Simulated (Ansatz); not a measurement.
Relaxation of F$_{4}$H$_{4}$OPTa (11 atoms, charge 0, multiplicity 1), to a largest force component of 0.03 eV/Å in at most 50 steps.

All numbers below come from Ansatz, RKS PBE0/def2-SVP.

```xyz
11
Properties=species:S:1:pos:R:3
Ta -0.004 0.232 0.035
O 1.954 0.311 0.113
H 2.421 0.551 0.926
F -0.027 0.788 1.844
F 0.143 -0.468 -1.706
F -0.829 1.792 -0.536
F -1.127 -1.186 0.501
P 1.319 -2.911 1.537
H 0.486 -3.490 0.532
H 2.468 -3.668 1.146
H 1.706 -1.808 0.718
```

Q: Where does it end, and by what steps?

A: The forces met the threshold. The force dipped under the threshold on the way, but the program's further checks kept it going. After 38 steps the energy has fallen by 0.659 eV; H11 moved furthest, 1.97 Å. Joined: Ta1–P8 (3.73 → 2.83 Å).

```csv
step,energy less start (eV),largest force component (eV/Å),accepted
0,0.0000,1.688,yes
2,-0.1748,0.213,yes
4,-0.1997,0.278,yes
6,-0.2124,0.054,yes
8,-0.2167,0.122,yes
10,-0.2187,0.308,yes
12,-0.2255,0.080,yes
14,-0.2373,0.294,yes
16,-0.2587,0.615,yes
18,-0.3183,0.479,yes
20,-0.3347,0.240,yes
22,-0.3548,0.387,yes
24,-0.3760,0.107,yes
26,-0.3899,0.081,yes
28,-0.4281,0.446,yes
30,-0.5544,0.466,yes
32,-0.6439,0.331,yes
34,-0.6549,0.141,yes
36,-0.6593,0.017,yes
38,-0.6594,0.018,yes
```

```xyz
11
Properties=species:S:1:pos:R:3
Ta 0.167 0.107 0.141
O 1.854 0.782 0.619
H 2.773 0.877 0.862
F -0.321 -0.033 1.967
F 0.854 -0.466 -1.532
F -0.695 1.688 -0.343
F -1.287 -1.067 -0.207
P 1.151 -2.459 0.793
H 0.430 -3.165 1.786
H 2.466 -2.699 1.269
H 1.118 -3.421 -0.245
```

Whether the end is a true minimum wasn't checked by a vibrational analysis.

Run time: 3.2 min on 4 threads of Intel(R) Xeon(R) Platinum 8259CL CPU @ 2.50GHz (Skylake/Cascade Lake) (shared host), peak memory 0.44 GiB.
